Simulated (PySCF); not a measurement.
C4H10Cd, SMILES [Cd]([CH2]C)[CH2]C.

Geometry: B3LYP-D3(BJ)/def2-SVP. The isomer is the one that the SMILES or the coordinates give; other isomers of the formula were not compared. The def2 effective core potentials stand for the cores of Cd; spin–orbit coupling is left out. Other conformers were not sampled.

Method: PBE/def2-TZVP (PySCF).

Symmetry labels are those of the subgroup C2 that the program uses (full group C2).

Computed valence orbital energies around the gap with their symmetry:
```tsv
orbital	symmetry	energy (eV)
HOMO−7	B	-9.69
HOMO−6	A	-9.60
HOMO−5	B	-8.61
HOMO−4	A	-8.51
HOMO−3	A	-7.93
HOMO−2	B	-7.81
HOMO−1	A	-6.69
HOMO	B	-5.18
LUMO	B	-0.91
LUMO+1	A	-0.77
LUMO+2	A	-0.63
LUMO+3	B	0.88
```
